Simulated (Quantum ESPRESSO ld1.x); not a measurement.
Question: These are the eigenvalues of the occupied orbitals of an atom or ion with whole-number occupations (hartree). Calculated with ld1.x of Quantum ESPRESSO 7.5: scalar-relativistic Kohn-Sham, LDA (Slater exchange, Perdew-Zunger correlation), spin-polarised, spherical densities, point nucleus.

orbital  eigenvalue
1s up      -807.455
1s down    -807.445
2s up      -118.121
2s down    -118.086
2p up      -106.108
2p down    -106.077
3s up      -22.6674
3s down    -22.6362
3p up      -18.7211
3p down    -18.6871
3d up      -12.3542
3d down    -12.3127
4s up      -5.02022
4s down    -4.85194
4p up      -3.87976
4p down    -3.70851
4d up      -2.20188
5p up      -1.30245

Which element is it, and in what charge state? The configuration may be excited. Open shells, if any, are filled with parallel spins first.

Answer: Z = 44, ruthenium, charge +4: Ru4+ in [Ar] 3d10 4s2 4p5 4d4 5p1. The list shows which subshells hold electrons but not how many an open one holds; the 1s level, -807.46 hartree, gives Z - s = 40.2 by -(Z - s)^2/2, which with screening and relativity narrows Z to a few neighbours, and the depths of the outer levels then fix element, charge and occupations together.
